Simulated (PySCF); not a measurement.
Compound: C₂H₁₂NPSi₂.
SMILES: `CC[Si@H](N)[SiH2]P`

Vertical excitations from PySCF (density fitting, frozen core in the response, grid level 2 and gas phase unless stated; continuum runs use non-equilibrium linear response for the excitations) on a GFN2-xTB geometry. Reference run:

| settings | S1, eV (f) | S2, eV (f) | S3, eV (f) | S4, eV (f) | S5, eV (f) | S6, eV (f) | T1, eV (Tamm–Dancoff) | mean α (au) |
| --- | --- | --- | --- | --- | --- | --- | --- | --- |
| PBE0/def2-SVPD, full TDDFT, 6 singlets | 5.21 (0.067) | 5.43 (0.032) | 6.02 (0.013) | 6.26 (0.018) | 6.34 (0.043) | 6.51 (0.002) | 4.62 | 119.0 |

What do these settings give: KT2/6-311+G(2d,p), fitting basis def2-qzvpp-jkfit, TDA, 3 singlets?

```csv
settings,"S1, eV (f)","S2, eV (f)","S3, eV (f)","S4, eV (f)","S5, eV (f)","S6, eV (f)","T1, eV (Tamm–Dancoff)",mean α (au)
"KT2/6-311+G(2d,p), fitting basis def2-qzvpp-jkfit, TDA, 3 singlets",4.45 (0.054),4.67 (0.030),5.13 (0.017),–,–,–,4.02,123.7
```

S1 moves by -0.76 eV; functional, basis and response scheme change together, so the shift can't be laid on one. States are counted by energy in each run and needn't keep their character from row to row.

All basis functions are spherical, in the Pople sets too. KT2 was designed for NMR shieldings or shifts; total energies of different functionals aren't comparable.

Which orbital pairs make up S1 in each run, and how does it sit against the orbital gap?

```
                                                          settings  S1 configurations (weight)  S1 (eV)  orbital gap (eV)  S1 − gap (eV)
                            PBE0/def2-SVPD, full TDDFT, 6 singlets                    H→L 0.93     5.21              6.31          -1.10
KT2/6-311+G(2d,p), fitting basis def2-qzvpp-jkfit, TDA, 3 singlets                    H→L 0.94     4.45              4.23          +0.22
```

Shape of the structure used: `[CH3:1][CH2:2][Si@H:3]([NH2:4])[SiH2:5][PH2:6]`: C1–C2–Si3–N4 -175°, C2–Si3–Si5–P6 -107°, H–N4–Si3–C2 179°, H–N4–Si3–C2 -42°, H–P6–Si5–Si3 45°, H–P6–Si5–Si3 -48°.

One conformer stands for the species.
